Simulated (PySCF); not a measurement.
Metal series MCl3, each in one or more spin states. Gas-phase values, no solvent. Multiplicities are imposed; where one is given, others were not computed.

The spin population on the central atom (Mulliken) from two functionals at the same geometries (BP86-D3(BJ)/def2-SVP), both in PySCF: PBE-D3(BJ)/def2-TZVP and B3LYP-D3(BJ)/def2-TZVP. B3LYP has the VWN-RPA correlation part, as in Gaussian. 

```csv
species,PBE-D3(BJ)/def2-TZVP,B3LYP-D3(BJ)/def2-TZVP
"M = Ti, multiplicity 2 ([Ti(Cl)3])",1.11,1.08
"M = Fe, multiplicity 4",2.64,2.91
"M = Fe, multiplicity 6 ([Fe(Cl)3] (lower sextet))",3.87,4.00
"M = Zr, multiplicity 2 ([Zr(Cl)3])",1.08,1.05
"M = Hf, multiplicity 2",1.08,1.05
"M = Pt, multiplicity 2",0.47,0.53
```

Over these rows, drawn at random from the members with no instability flagged (it was tested for open shells, ions and some series alone), PBE minus B3LYP-D3(BJ): mean -0.06, from -0.27 to +0.03.
